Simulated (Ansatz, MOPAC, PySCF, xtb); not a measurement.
Isomers of H2OSi: 1 is O[SiH], 2 is O=[SiH2]; one conformer of each (the lowest of an xTB search), B3LYP-D3(BJ)/def2-TZVP minima.
Isomer 1 (charge 0, multiplicity 1):
```tsv
atom	x (Å)	y (Å)	z (Å)
O	-0.8993	0.3531	0.0152
Si	0.6928	0.8192	0.0163
H	-1.1219	-0.5832	-0.0075
H	1.3283	-0.5891	-0.0241
```
Isomer 2 (charge 0, multiplicity 1, Z-matrix in Å and degrees):
```
Si
O 1 1.5195
H 1 1.4808 2 124.04
H 1 1.4808 3 111.91 2 -180.00
```

```
level                                  electronic energy of isomer 2 less that of isomer 1 (kcal/mol)  cost
-------------------------------------  --------------------------------------------------------------  ----
AM1                                                                                              3.45     -
PM3                                                                                              6.99     -
PM7                                                                                            -27.78     -
GFN1-xTB                                                                                       -44.24     -
HF/STO-3G                                                                                       27.27     -
HF/3-21G                                                                                        26.30     -
HF/cc-pV(T+d)Z                                                                                   5.49     -
HF/cc-pV(Q+d)Z                                                                                   5.18     -
PBE/def2-TZVPP                                                                                   0.15    ×1
PBE-D3(BJ)/def2-TZVPP                                                                            0.13    ×1
PBE-D4/def2-TZVPP                                                                                0.13    ×1
BLYP/def2-TZVPP                                                                                 -0.84    ×1
BLYP-D3(BJ)/def2-TZVPP                                                                          -0.89    ×1
BP86/6-31G*                                                                                     -2.44     -
revPBE-D3(BJ)/def2-TZVPP                                                                        -0.55    ×1
r2SCAN-D3(BJ)/def2-TZVPP                                                                        -1.99    ×2
r2SCAN-D4/def2-TZVPP                                                                            -1.99    ×2
B97M-V/def2-TZVPP                                                                                1.48    ×2
B3LYP/6-31G*                                                                                    -0.87     -
B3LYP/LANL2DZ                                                                                   11.15     -
B3LYP/def2-TZVPP                                                                                 1.02    ×1
B3LYP-D3(BJ)/def2-TZVPP                                                                          0.97    ×1
B3LYP-D4/def2-TZVPP                                                                              0.99    ×1
PBE0-D3(BJ)/def2-TZVPP                                                                           2.21    ×1
PBE0-D4/def2-TZVPP                                                                               2.22    ×1
BHLYP/def2-TZVPP                                                                                 3.19    ×1
BHLYP-D3(BJ)/def2-TZVPP                                                                          3.14    ×1
CAM-B3LYP/def2-TZVPP                                                                             1.72    ×2
CAM-B3LYP-D3(BJ)/def2-TZVPP                                                                      1.70    ×2
CAM-B3LYP-D4/def2-TZVPP                                                                          1.70    ×2
wB97M-V/def2-TZVPP                                                                               3.71    ×4
B2PLYP-D3(BJ)/def2-TZVPP                                                                        -0.95    ×2
B2PLYP-D4/def2-TZVPP                                                                            -0.94    ×2
MP2/cc-pV(D+d)Z                                                                                 -2.62     -
MP2/CBS(cc-pV(T+d)Z, cc-pV(Q+d)Z)                                                               -3.72     -
SCS-MP2/cc-pV(T+d)Z                                                                             -2.01     -
CCSD/cc-pV(D+d)Z                                                                                 3.61     -
CCSD/cc-pV(T+d)Z                                                                                 3.17     -
CCSD(T)/cc-pV(D+d)Z                                                                              1.99    ×2
CCSD(T)/CBS(cc-pV(T+d)Z, cc-pV(Q+d)Z)                                                            0.68   ×70
```

The rows run from -44.24 (GFN1-xTB) to 27.27 kcal/mol (HF/STO-3G). The dispersion term adds -0.02 in PBE-D3(BJ), -0.02 in PBE-D4, -0.05 in BLYP-D3(BJ). The 7 functionals in def2-TZVPP without D3 or D4 span 4.55, from BLYP to wB97M-V.

No zero-point or thermal terms.

Frozen-core correlation. CBS(a, b) extrapolates the correlation energy as X⁻³ and adds the Hartree–Fock energy of set b. Rows in 3-21G, 6-31G*, LANL2DZ, STO-3G carry no dispersion term and start afresh at each structure (6-31G* with six Cartesian d functions). LANL2DZ brings its own core potentials from Na on. The state that AM1, PM3, PM7 reach isn't checked; PM7 holds dispersion and hydrogen-bond terms.

Programs: Ansatz (a first-principles code) with Gaussian orbitals; MOPAC for AM1, PM3, PM7 (differences of heats of formation); PySCF for 3-21G rows, 6-31G* rows, LANL2DZ rows, STO-3G rows, the dispersion terms; xtb for the GFN methods. Each number belongs to the level named beside it.

Costs are rough ratios of core time to PBE/def2-TZVPP (about 1.0 s over the structures, on one shared machine); a dash marks a level with no comparable run of its own.
